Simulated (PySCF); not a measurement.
C3H4N2, SMILES c1cn[nH]c1.

Coordinates come from a B3LYP-D3(BJ)/def2-SVP optimisation.

The numbers are results of SMD-M06-2X/6-31G* run with PySCF, not measurements.

Solvation free energies are E(SMD) − E(gas) at the gas-phase geometry, for 1 M in both phases. In vacuum the dipole moment is 2.31 D.

| solvent | ΔG(solv) (kcal/mol) | its non-electrostatic (CDS) part | dipole (D) |
|---|---|---|---|
| water | -6.6 | 2.2 | 3.11 |
| ethanol | -7.2 | 1.1 | 3.07 |
| chlorobenzene | -6.9 | -0.3 | 2.90 |
